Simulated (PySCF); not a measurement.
## Löwdin shares of the frontier orbitals

C4H5ClO2Si.
Structure used (GFN2-xTB), in Å, numbered top down from 1:
```
atom  x, y, z in Å
C1     1.1590    1.1539    2.0209
C2     0.2420    0.8624    1.3011
Si3   -1.1343    0.4016    0.1437
O4    -2.4655   -0.0704    0.9319
O5    -0.6810   -0.9423   -0.6972
C6     0.3003   -1.2276   -1.5444
C7     1.1991   -0.4122   -2.0813
Cl8    1.2687    1.2766   -1.7560
H9     1.9558    1.4126    2.6578
H10   -1.6164    1.4885   -0.6847
H11   -2.5100   -0.8965    1.4053
H12    0.3305   -2.2799   -1.8084
H13    1.9474   -0.7661   -2.7677
```

Computed with TDDFT wB97X-D/def2-SVPD, vertical, gas phase, core orbitals frozen in the response in PySCF 2.14.0, density-fitted response routines.

Frontier orbitals with the atoms that hold most of them (Löwdin shares over 4%, at most four atoms; ? is withheld):

| orbital | ε (eV) | atoms |
| --- | --- | --- |
| LUMO+2 | 2.01 | C6 24%, C7 23%, O5 11%, Cl8 11% |
| LUMO+1 | 1.64 | C1 26%, C2 26%, Si3 16%, O5 6% |
| LUMO | 1.45 | ? |
| HOMO | ? | ? |
| HOMO-1 | -10.22 | C2 36%, C1 36%, Cl8 12% |
| HOMO-2 | -10.39 | C2 43%, C1 42%, Si3 5%, H9 4% |
| HOMO-3 | -11.16 | Cl8 57%, C7 9%, C2 7%, C1 6% |

Question: Which atoms hold the HOMO, and with what shares?

Answer: C7 (bonded to C, Cl and H) 29%; Cl8 (bonded to C) 25%; C6 (bonded to C, O and H) 22%; O5 (bonded to C and Si) 17%. By element: carbon 51% or more, chlorine 25%, oxygen 17% or more.

Question: Give the leading atoms of the LUMO.

Answer: Si3 (bonded to C, 2 O and H) 24%; C1 (bonded to C and H) 20%; C2 (bonded to C and Si) 19%; O4 (bonded to Si and H) 11%. By element: carbon 38% or more, silicon 24%, oxygen 11% or more.

Question: What is the HOMO energy, and the HOMO–LUMO gap?

Answer: ε(HOMO) = -8.79 eV; the gap is 10.24 eV (0.3762 hartree).

Question: How does S1 compare with the orbital gap of 10.24 eV?

Answer: S1 is at 6.08 eV (f = 0.0034), 4.16 eV below the gap, made of HOMO-1→LUMO+1 (21%), HOMO-1→LUMO (20%), HOMO→LUMO (19%). Its leading pair isn't HOMO and LUMO; the energies of that pair differ by 11.86 eV. 

Next come S2 at 6.25 eV (f 0.0038), HOMO→LUMO (33%), HOMO-1→LUMO+1 (15%), HOMO-2→LUMO+1 (13%); S3 at 6.33 eV (f 0.0043), HOMO→LUMO+1 (31%), HOMO-2→LUMO (26%); S4 at 6.40 eV (f 0.0080), HOMO-2→LUMO+1 (42%), HOMO-1→LUMO (14%); S5 at 6.54 eV (f 0.012), HOMO→LUMO+1 (42%), HOMO-1→LUMO+1 (20%), HOMO-2→LUMO (15%).

One conformer stands for the species.
